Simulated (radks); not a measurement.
Lu III, 69 electrons, occupied as [Xe] 4f14 6s1. Method: Dirac Kohn-Sham, BLYP, spin-unpolarised, spherical densities, point nucleus; computed with a radial shooting solver on a logarithmic mesh with Libxc functionals.

Spin-orbit splittings of the eigenvalues, e(l+1/2) - e(l-1/2), with zeta = 2 splitting/(2l+1) and mean radii in bohr:

| shell | occ. | splitting (eV) | zeta (eV) | <r> j=l-1/2 | <r> j=l+1/2 |
|---|---|---|---|---|---|
| 2p | 6 | 1118 | 745.3 | 0.06740 | 0.07501 |
| 3p | 6 | 238.4 | 159.0 | 0.2020 | 0.2162 |
| 3d | 10 | 52.06 | 20.82 | 0.1898 | 0.1942 |
| 4p | 6 | 54.28 | 36.19 | 0.4850 | 0.5177 |
| 4d | 10 | 9.905 | 3.962 | 0.5410 | 0.5526 |
| 4f | 14 | ? | ? | 0.7121 | 0.7271 |
| 5p | 6 | 7.013 | 4.676 | 1.306 | 1.414 |

Estimate the 4f splitting.

Answer. 1.526 eV (zeta = 0.4361 eV).
